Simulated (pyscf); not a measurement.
## `[F][CH2][CH][Cl]`, doublet

Gas-phase minimum from PySCF at ωB97X-D3(BJ)/def2-SVP, one conformer. F–CH₂–CH•–Cl lies 5.0 kcal/mol over its isomer H₃C–C•(F)–Cl, and others may lie lower still (electronic energy, ωB97M-D3(BJ)). 

SMILES: FC[CH]Cl
```xyz
7

F      0.7277    -0.6233     0.3145
C     -0.1534    -0.1120    -0.6296
C      0.1445     1.3073    -0.9430
Cl    -0.3100     2.5167     0.1658
H     -0.0636    -0.7175    -1.5472
H     -1.1757    -0.2114    -0.2268
H      0.8673     1.6115    -1.7038
```
Charge 0, spin multiplicity 2.

Bond lengths (Å): F1–C2 1.389, C2–C3 1.484, C2–H5 1.103, C2–H6 1.103, C3–Cl4 1.703, C3–H7 1.093. Bond angles (°): F1–C2–C3 111.6, F1–C2–H5 108.2, F1–C2–H6 107.8, C3–C2–H5 109.4, C3–C2–H6 110.5, H5–C2–H6 109.3, C2–C3–Cl4 119.2, C2–C3–H7 123.1, Cl4–C3–H7 115.6.

Properties at ωB97X-D3(BJ)/def2-SVP:

```
Item                                                                                                                                                                                                     Value
---------------------------------------------------------------------------------------------------------------------  ---------------------------------------------------------------------------------------
Harmonic wavenumbers, unscaled                                                                                         75, 270, 395, 566, 776, 1039, 1049, 1144, 1271, 1331, 1425, 1483, 3081, 3148, 3250 cm⁻¹
Zero-point energy                                                                                                                                                                                29.0 kcal/mol
Rotational symmetry number                                                                                                                                                                                   1
Entropy of this conformer at 298 K and 1 atm, rigid rotor and harmonic oscillator, modes under 100 cm⁻¹ raised to 100                                                                          304.5 J/(mol K)
Dipole moment                                                                                                                                                                                           1.81 D
Spin expectation value S2                                                                                                                                                                                0.754
```

Single-point totals, which compare only within one level (frozen core for MP2 and CC):

```
level                   total energy (hartree)
----------------------  ----------------------
ωB97X-D3(BJ)/def2-TZVP              -638.13146
PBE/def2-TZVP                       -637.69635
r²SCAN/def2-TZVP                    -637.96531
B3LYP-D3(BJ)/def2-TZVP              -638.10771
PBE0-D3(BJ)/def2-TZVP               -637.74524
M06-2X/def2-TZVP                    -637.99089
ωB97M-D3(BJ)/def2-TZVP              -638.16603
UHF/def2-TZVPP                      -636.45427
MP2/def2-TZVPP                      -637.20066
CCSD/def2-TZVPP                     -637.23909
CCSD(T)/def2-TZVPP                  -637.26852
```

Soft torsions are taken as harmonic, which can shift the entropy by several J/(mol K). The CCSD(T) − MP2 part came from Ansatz, without density fitting, on the same reference.
